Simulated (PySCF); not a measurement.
Compound: Si5H12.
SMILES: `[SiH3][SiH2][SiH2][SiH2][SiH3]`

Torsions of this conformer, `[SiH3:1][SiH2:2][SiH2:3][SiH2:4][SiH3:5]`: Si1–Si2–Si3–Si4 87°, Si2–Si3–Si4–Si5 -49°.

The closed-shell ground state was solved at several levels (PySCF, density fitting, gas phase, non-relativistic). The structure is a single PBE0-D3(BJ)/def2-SVP conformer in the gas phase; no vibrational or solvent corrections.

```tsv
level	basis functions	total energy (Eh)	HOMO (eV)	LUMO (eV)	gap (eV)	dipole (D)
HF/pcSseg-1	180	-1451.5444	-10.24	2.59	12.83	0.19
PBE0/pcSseg-1	180	-1453.9911	-7.92	-0.52	7.40	0.13
OPBE/pcSseg-1	180	-1454.4160	-6.89	-1.12	5.77	0.08
B97-D/pcSseg-1	180	-1454.5780	-6.83	-1.12	5.71	0.12
KT3/pcSseg-1	180	-1466.2398	-6.94	-1.21	5.73	0.11
PBE/pcSseg-1	180	-1453.8471	-6.88	-1.26	5.62	0.11
BP86/pcSseg-1	180	-1454.7664	-6.98	-1.36	5.62	0.11
PBE0/cc-pVDZ	150	-1454.0346	-7.78	-0.35	7.43	0.11
BLYP/pcSseg-1	180	-1454.5754	-6.70	-1.06	5.64	0.13
mPW1PW91/pcSseg-1	180	-1454.6733	-7.94	-0.52	7.42	0.13
B3LYP/pcSseg-1	180	-1454.7314	-7.69	-0.62	7.07	0.14
```

**Question.** Estimate the row for PBE0/pcSseg-0, a basis of 89 functions; the other rows only guide the guess.

**Answer.** Total energy -1452.2970 Eh, HOMO -8.39 eV, LUMO -0.20 eV, gap 8.19 eV, dipole 0.05 D.

**Question.** How much does the basis alone move the frontier levels among the 3 PBE0 rows (the withheld one included)?

**Answer.** The HOMO by 0.61 eV and the LUMO by 0.32 eV. By rising basis size (HOMO, LUMO in eV): pcSseg-0 -8.39, -0.20; cc-pVDZ -7.78, -0.35; pcSseg-1 -7.92, -0.52.

**Question.** In the pcSseg-1 basis, how does the gap go with the fixed share of exact exchange?

**Answer.** PBE (0 %) 5.62 eV; BP86 (0 %) 5.62 eV; BLYP (0 %) 5.64 eV; B97-D (0 %) 5.71 eV; KT3 (0 %) 5.73 eV; OPBE (0 %) 5.77 eV; B3LYP (20 %) 7.07 eV; PBE0 (25 %) 7.40 eV; mPW1PW91 (25 %) 7.42 eV; HF (100 %) 12.83 eV. Each rise in the share widens the gap here.

**Question.** How far do the dipole and the HOMO energy spread over the levels?

**Answer.** The dipole runs from 0.05 to 0.19 D (mean 0.12 D) and the HOMO from -10.24 to -6.70 eV.

Note: B97-D ran without an empirical dispersion term, which enters the total energy and its gradient alone.
